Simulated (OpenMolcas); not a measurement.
Os4+: moving the ligands

Os4+ with 6 ligands (fluoride) in octahedral coordination (Oh) at 1.94 Å. A charge of +0.333 e stands 2.6 Å behind each ligand. Ligand basis ANO-RCC-VDZP.
```
Os    0.0000    0.0000    0.0000
F     1.9400    0.0000    0.0000
F     0.0000    1.9400    0.0000
F    -1.9400    0.0000    0.0000
F     0.0000   -1.9400    0.0000
F     0.0000    0.0000    1.9400
F     0.0000    0.0000   -1.9400
```

- Program: OpenMolcas 26.06
- Method: SS-CASPT2, IPEA 0.25 Eh, imaginary shift 0.1 Eh (closed shells correlated: 5s 5p and the ligand valence shells)
- Basis: ANO-RCC-VDZP [7s6p4d2f1g]
- Scalar Hamiltonian: DKH2, point nucleus
- Active space: 4 electrons in 5 orbitals (5d)
- State averaging: 2S+1 = 5 even, 5 roots; 2S+1 = 3 even, 45 roots; 2S+1 = 1 even, 50 roots
- Spin-orbit coupling: RASSI with atomic mean-field integrals over the reference wave functions

Runs around this geometry, states (labels of O, the rotations of Oh). Energies in cm-1 above the lowest state or level, χT in cm3 K/mol; under a threefold ground state the first gap can be a small split of the lowest multiplet, not the spin-orbit step.

```json
{"R (Å)": "1.89", "Ground state": "3T1", "First state of that spin": "3E 33480", "First gap with spin-orbit (degeneracies)": "4140 (1, 3)", "χT at 300 K": "0.174", "First state of another spin": "1T2 7210"}
{"R (Å)": "1.94", "Ground state": "3T1", "First state of that spin": "3E 29780", "First gap with spin-orbit (degeneracies)": "4290 (1, 3)", "χT at 300 K": "0.166", "First state of another spin": "1T2 7170"}
{"R (Å)": "1.98", "Ground state": "3T1", "First state of that spin": "3E 27190", "First gap with spin-orbit (degeneracies)": "4400 (1, 3)", "χT at 300 K": "0.160", "First state of another spin": "1T2 7180"}
```

Taking the first state of the same spin as R^-n, n = -ln(27190 / 33480) / ln(1.98 / 1.89) = 4.5 between the shortest and longest distance.

Roots that are degenerate in the reference are averaged as groups; the widest CASPT2 spread within a group is 640 cm-1 (the 3-fold group of multiplicity 3 near 114000 cm-1 above the lowest state of its run, R = 1.89). Shifts and gaps below about the spread of the groups concerned are not significant. Over all roots computed the reference weight is 0.69 to 0.71 in R = 1.89, 0.69 to 0.71 in R = 1.94, 0.68 to 0.71 in R = 1.98; a low but even weight reflects the number of correlated electrons. Ligand-to-metal charge-transfer states are missing. With no ligand orbital active B as a rule stays too high, so bands that hang on it stand too high and its fall with covalency is understated. With one d shell and no ligand orbital active, 10Dq can be off by a tenth or more. The least metal-like active orbital is 73 % on the metal (Löwdin) and no ligand orbital is active, so the numbers are rough (holds for R = 1.89). The least metal-like active orbital is 74 % on the metal (Löwdin) and no ligand orbital is active, so the numbers are rough (holds for R = 1.94). The least metal-like active orbital is 75 % on the metal (Löwdin) and no ligand orbital is active, so the numbers are rough (holds for R = 1.98). No measured value stands beside these numbers; the geometry is a model, was not optimised and need not be the one that this ion takes.
